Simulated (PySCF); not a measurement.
## How methods differ on the ionisation energy of Br¹⁸⁺

Br¹⁸⁺ [Ne] 3s2 3p5 [3p1/2^2 3p3/2^3, M_J = 3/2] → Br¹⁹⁺ [Ne] 3s2 3p4 [3p1/2^2 3p3/2^2, M_J = 2], as a difference of total energies. All numbers are calculated (PySCF 2.14, the two-component X2C-1e Hamiltonian, in an even-tempered Gaussian basis (19 s from 1.9 bohr⁻², ratio 2.4; 14 p from 2.4 bohr⁻², ratio 2.4; 5 d from 12 bohr⁻², ratio 2.6; 4 f from 17 bohr⁻², ratio 2.6)). Correlated levels: 1s2 frozen; the 56 highest virtual spinors dropped. "Screened" scales the spin-orbit matrix elements by Boettger's factors to mimic the two-electron term; Breit and QED terms are absent.

| method | ionisation energy (eV) |
| --- | --- |
| GHF (spin-free) | 762.46 |
| GMP2 (spin-free) | 763.36 |
| GHF (screened spin-orbit) | 760.49 |
| GMP2 (screened spin-orbit) | 761.39 |

Question: How much does correlation contribute at GMP2 (screened spin-orbit)?

Answer: 761.39 − (760.49) = 0.90 eV, measured against GHF (screened spin-orbit).

Breit and QED terms and the two-electron picture change are absent.

The spin-free rows relax to the high-spin LS determinant and lack the spin-orbit shift.

The labels give the starting determinants; with spin-orbit coupling the two ends relaxed to ⟨J²⟩ = 3.75, ⟨L²⟩ = 2.00, ⟨S²⟩ = 0.75 and ⟨J²⟩ = 6.00, ⟨L²⟩ = 2.59, ⟨S²⟩ = 1.71.

For comparison: 761 ± 0.8 eV (semi-empirical (NIST evaluation); NIST Atomic Spectra Database, ionization energies).
